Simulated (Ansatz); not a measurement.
A structure relaxed at PBE0-D4/def2-TZVP, charge 0, multiplicity 1:

| atom | x (Å) | y (Å) | z (Å) |
| --- | --- | --- | --- |
| C1 | -2.942 | 0.860 | -0.368 |
| In2 | -1.077 | 0.361 | -1.253 |
| F3 | -0.358 | -1.277 | -0.062 |
| In4 | 1.076 | -0.357 | 1.249 |
| C5 | 2.946 | -0.863 | 0.376 |
| F6 | 0.365 | 1.279 | 0.050 |
| H7 | -3.767 | 0.357 | -0.872 |
| H8 | -2.918 | 0.551 | 0.677 |
| H9 | -3.104 | 1.938 | -0.417 |
| H10 | -0.242 | 0.188 | -2.728 |
| H11 | 0.230 | -0.180 | 2.717 |
| H12 | 3.769 | -0.752 | 1.081 |
| H13 | 3.112 | -0.208 | -0.479 |
| H14 | 2.911 | -1.896 | 0.029 |

Question: Give its formula and SMILES.

Answer: C2H8F2In2, `[CH3][In@H-]1[F+][In@H-]([CH3])[F+]1`.

Question: Point group (tolerance 0.08 Å, 0.16 Å for H)?

Answer: C1.

Question: Summarise the bond lengths by kind.

Answer: 2 × C–In 2.125 Å; 6 × C–H 1.090 to 1.091 Å; 4 × F–In 2.149 to 2.150 Å; 2 × H–In 1.703 Å.

Results of the Gaussian-basis code of Ansatz.
